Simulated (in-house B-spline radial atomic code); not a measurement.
The numbers below are computed, except where a source is named.
Building a PAW s channel for C, r_c = 1.35 bohr

C, [He] 2s2 2p2, non-relativistic PBE, spherical and spin-unpolarised, from a B-spline radial code for spherical atoms (atomic units; all potentials screened as in the neutral atom).

Two all-electron partial waves φ1, φ2 are integrated outwards at E1 = ε(2s) = -0.504901 and E2 = E1 + 0.5 hartree; φ1 is the bound orbital and φ2 has unit norm inside r_c = 1.3521 bohr. Smooth partners are polynomials, r^1(a0 + a1 r² + a2 r⁴ + a3 r⁶), matched to φ and three derivatives at r_c, with no condition on the norm. The local potential is -5.38984 + (5.82455) r² + (-2.93579) r⁴ + (0.571869) r⁶ inside 1.107 bohr and the all-electron one outside.

```tsv
wave	φ(r_c)	φ'(r_c)	a0	a1	a2	a3
1	0.8086715	-0.1617077	1.070252	-0.2918384	0.009113138	0.005058889
2	1.0283	-1.018867	1.903591	-0.7450053	0.05521144	0.005633909
```

Inside r_c the overlaps are <φi φj> = [[0.43523, 0.65764], [0.65764, 1.00000]] and, for the smooth waves, [[0.50533, 0.77975], [0.77975, 1.21253]]. With χj = (Ej − T − V_local) applied to smooth wave j, the program's quadrature gives the matrix B_ij = <smooth i, χj> as [[0.51641, 0.92116], [0.86011, 1.53558]].

Check the match of the first wave, and find the augmentation charges q_ij.

At r_c the four terms are 1.44709, -0.72139, 0.04118, 0.04179, which sum to 0.8087, φ1(r_c) to rounding. q_ij is the all-electron overlap less the smooth one: [[-0.07009, -0.12211], [-0.12211, -0.21253]]. The smooth first wave has a norm of 0.5053 inside r_c against 0.4352, so q11 is negative and must stay small enough for the overlap operator to be positive.

B isn't symmetric. Show that D_ij = B_ij + Ej q_ij is.

Integrating by parts gives B12 − B21 = (E1 − E2) q12: 0.92116 − (0.86011) = 0.06105, and −0.5 × (-0.12211) = 0.06105. So D12 = 0.92116 + (-0.004901)(-0.12211) = 0.92176 and D21 = 0.86011 + (-0.504901)(-0.12211) = 0.92176; D11 = 0.55180, D22 = 1.53662. The projectors, p = (B⁻¹)ᵀ χ, are dual to the smooth waves; det B = 0.00069, small beside B11 B22, as the two smooth waves look alike inside r_c.

Solving (T + V_local + Σ p D p) ψ = E (1 + Σ p q p) ψ in a sphere of 9 bohr gives these levels:

```tsv
all-electron	one projector	two projectors
-0.504900	-0.504900	-0.504900
0.029238	0.028962	0.029238
0.297370	0.296152	0.297369
0.717937	0.713588	0.717933
1.281000	1.268260	1.280970
```

What does the second projector gain?

With one projector the errors are 0.00, -0.28, -1.22, -4.35, -12.74 millihartree. With two the errors are 0.00, 0.00, 0.00, 0.00, -0.03 millihartree. The scattering is exact at E1 and at E2 = -0.005, and over all levels compared the largest error is 0.03 millihartree. The lowest eigenvalue of the overlap operator is 0.7248 with one and 0.3097 with two projectors. The smooth orbital alone needs a cutoff of 4.38 hartree for 1 millihartree of kinetic energy, against 17.1 for a norm-conserving Troullier-Martins orbital of the same radius; part of the gain comes from giving up the norm, part from the simpler form.
